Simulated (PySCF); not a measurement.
**How methods differ on the excitation energy of S+**

S+ [Ne] 3s2 3p3 (4S) → S+ [Ne] 3s1 3p3 4s1 (6S), as a difference of total energies. Computed with PySCF 2.14 in aug-cc-pVTZ-DK (6s5p3d2f, 50 functions), with the spin-free X2C one-electron Hamiltonian (Gaussian nucleus). Correlated levels: valence: [Ne] frozen. The calculations carry no spin-orbit coupling.

```json
{"method": "UHF", "excitation energy (eV)": "18.620"}
{"method": "PBE0", "excitation energy (eV)": "20.531"}
{"method": "r2SCAN", "excitation energy (eV)": "20.138"}
{"method": "CAM-B3LYP", "excitation energy (eV)": "21.157"}
{"method": "HSE06", "excitation energy (eV)": "20.514"}
{"method": "LC-wPBE", "excitation energy (eV)": "20.818"}
{"method": "BHandHLYP", "excitation energy (eV)": "21.023"}
{"method": "MP2 (valence)", "excitation energy (eV)": "20.153"}
{"method": "SCS-MP2 (valence)", "excitation energy (eV)": "20.688"}
```

Question: Estimate what PBE gives.

Answer: 20.601 eV, closest to PBE0 among the rows shown.

Question: Estimate what LDA gives.

Answer: 20.679 eV, closest to SCS-MP2 (valence) among the rows shown.

The promoted electron is Rydberg-like, and one or two diffuse shells describe it only roughly, which tends to raise the upper state.
